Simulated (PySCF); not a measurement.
Simulated characterisation data

Computational details: PBE0/pcSseg-1 with gauge-including orbitals, GFN2-xTB structure, in PySCF 2.14 (isolated molecule, rapidly exchanging positions averaged, non-relativistic Hamiltonian, one computed conformer).

δ = σ(ref) − σ, references computed at the same level: TMS for ¹H (31.72 ppm), ¹³C (186.93 ppm). Where no couplings were computed, multiplicities follow the n + 1 count of equivalent neighbours, and m marks all less simple cases (inequivalent or close neighbours, rings, F or P nearby). Shifts are as computed. Against solution values, carbons near 30 ppm lie about +3 ppm off and those near 130 ppm about +5 ppm. Of 1211 compounds with measured shifts, 218 miss one by over three times the rms of a fit or turn the order of signals round; such compounds aren't used in these exercises. OH and NH positions are gas-phase values without hydrogen bonding to other molecules.

**1.** SMILES c1c(C(=C)C)cc[n+]([O-])c1, C8H9NO. ¹H NMR (600 MHz, computed): δ 8.24 (d, 2H), 7.38 (d, 2H), 5.64 (br s, 1H), 5.47 (br s, 1H), 2.18 (s, 3H). ¹³C{¹H} NMR (computed): δ 149.0 (C), 143.6 (CH), 138.0 (C), 128.9 (CH), 119.4 (CH2), 24.0 (CH3).

**2.** `CO[Si@H](N)N(C)C`, C3H12N2OSi. ¹H NMR (600 MHz, computed): δ 5.16 (s, 1H), 3.79 (s, 3H), 2.52 (s, 6H), 0.61 (br s, 2H). ¹³C{¹H} NMR (computed): δ 50.4 (CH3), 38.0 (CH3).
